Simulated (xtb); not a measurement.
B(Cl)(OMe)(SeH) (CH4BClOSe), SMILES O(B(Cl)[SeH])C. All values are semi-empirical tight-binding results from xtb (GFN2-xTB unless named), good for trends rather than for accurate numbers. Geometry optimised at GFN2-xTB. This is a generated structure with no PubChem entry under its InChIKey; it may be hypothetical. Other conformers were not sampled.

Optimised geometry:

```xyz
9

B      0.3423    -0.4914     0.2118
Cl     1.3241    -0.4468     1.6332
O      0.3111    -1.6224    -0.4645
C     -0.4098    -1.9025    -1.6431
H     -0.9811    -1.0304    -1.9825
H      0.3014    -2.1976    -2.4169
H     -1.0922    -2.7298    -1.4385
Se    -0.6549     1.1310    -0.2998
H     -0.2141     1.9515     0.7842
```
Charge 0, spin multiplicity 1.

| Property | Value |
|---|---|
| point group as xtb finds it | Cs |
| orbital gap | 4.72 eV |
| zero-point energy | 33.4 kcal/mol |
| G − E(el) at 298.15 K (modified RRHO) | 12.8 kcal/mol |
| static polarisability (D4 model) | 71.1 bohr³ |
| solvation energy, GFN2-xTB/ALPB(water) | -3.3 kcal/mol |
| solvation energy, GFN2-xTB/ALPB(ch2cl2) | -6.2 kcal/mol |

Computed atomic charges and the Wiberg bond orders between heavy atoms:
charges (e) B1 0.47, Cl2 -0.26, O3 -0.30, C4 0.03, H5 0.06, H6 0.07, H7 0.07, Se8 -0.33, H9 0.18. Bond orders B1–Cl2 1.03, B1–O3 1.30, O3–C4 0.96, B1–Se8 1.02.
